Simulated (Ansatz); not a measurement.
Wavefunction ladder for C$_{2}$H$_{8}$B$_{2}$ (`BCCB`)

```xyz
12

B     0.382    0.999    1.060
C     0.716    0.352   -0.293
C    -0.831    0.032   -0.179
B    -0.286   -1.320   -0.665
H     0.513    0.358    2.060
H     0.050    2.146    1.098
H     1.352   -0.554   -0.248
H     0.914    0.935   -1.184
H    -1.400    0.694   -0.818
H    -1.202    0.051    0.866
H     0.021   -2.148    0.141
H    -0.230   -1.544   -1.837
```

The species carries charge 0 and has multiplicity 1. Geometry: relaxed with PBE0-D4/def2-TZVP. It is one conformer, not always the lowest. Frozen core, restricted reference, Ansatz 0.2.0. CBS rows extrapolate triple and quadruple zeta; past MP2 they add the triple-zeta difference.

```csv
basis,HF (Eh),MP2 corr.,CCSD corr.,(T),CCSD(T) total
def2-SVP,?,-0.47627,-0.52985,?,?
def2-TZVPP,?,-0.57833,-0.62404,-0.02530,?
def2-QZVPP,-129.75652,-0.61280,–,–,–
CBS(def2),-129.75743,?,-0.68405,as TZ,?
```

Question: Fill in the withheld values. (Estimate.)

Answer: The calculation gave: def2-SVP HF (Eh): -129.60937; def2-SVP (T): -0.01706; def2-SVP CCSD(T) total: -130.15628; def2-TZVPP HF (Eh): -129.74990; def2-TZVPP CCSD(T) total: -130.39924; CBS(def2) MP2 corr.: -0.63834; CBS(def2) CCSD(T) total: -130.46678.
